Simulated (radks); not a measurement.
W1.25+, configuration [Xe] 4f14 5d(up 2, down 2) 6s(up 0.5, down 0.25) (fractional occupations, a model configuration).

Calculated with a radial shooting solver on a logarithmic mesh with Libxc functionals: scalar-relativistic Kohn-Sham, SCAN, spin-polarised, spherical densities, finite nucleus; meta-GGA in the generalised Kohn-Sham scheme; Fermi nuclear charge, rms radius 5.3658 fm.

Energy parts (eV):
total: -439244.82
kinetic: 483845.34
electron-nucleus: -1085214.92
Hartree: 170933.98
exchange-correlation: -8809.23

Orbitals (lengths in bohr, moments of r in powers of bohr; <r^-3> diverges for s and p1/2):
orbital  occ.  eigenvalue (eV)  <r^-3>   <1/r>      <r^2>      <r>
1s up       1        -69570.03       -   87.05  0.0004631  0.01835
1s down     1        -69570.02       -   87.05  0.0004631  0.01835
2s up       1        -12042.04       -   20.38   0.007115  0.07753
2s down     1        -12042.04       -   20.38   0.007115  0.07753
2p up       3        -10529.60   19760   18.45   0.005891  0.06943
2p down     3        -10529.60   19760   18.45   0.005891  0.06943
3s up       1        -2792.440       -   7.552    0.04612   0.2008
3s down     1        -2792.439       -   7.552    0.04612   0.2008
3p up       3        -2341.697    4412   6.966    0.04694   0.2012
3p down     3        -2341.696    4412   6.966    0.04694   0.2012
3d up       5        -1822.349   565.1   6.573    0.03903   0.1825
3d down     5        -1822.347   565.1   6.573    0.03903   0.1825
4s up       1        -589.2309       -   3.200     0.2278   0.4494
4s down     1        -589.2329       -   3.200     0.2278   0.4494
4p up       3        -440.6946    1021   2.911     0.2594   0.4776
4p down     3        -440.6967    1021   2.911     0.2594   0.4776
4d up       5        -251.7697   112.4   2.589     0.3028   0.5113
4d down     5        -251.7676   112.4   2.589     0.3029   0.5113
4f up       7         -43.3541   19.07   2.084     0.4634   0.6074
4f down     7         -43.3385   19.07   2.084     0.4634   0.6073
5s up       1         -89.6887       -   1.252      1.280    1.067
5s down     1         -89.8512       -   1.251      1.280    1.067
5p up       3         -53.3405   145.6   1.049      1.780    1.252
5p down     3         -53.4636   145.9   1.051      1.772    1.249
5d up       2         -13.7787   7.137  0.6699      4.490    1.945
5d down     2         -13.6096   7.291  0.6752      4.426    1.930
6s up     0.5         -14.3061       -  0.4444      9.198    2.858
6s down  0.25         -13.7657       -  0.4408      9.363    2.882

The highest occupied level is 5d down at -13.610 eV. The electron density at the nucleus is 1.515e+06 e/bohr^3 (large components only).
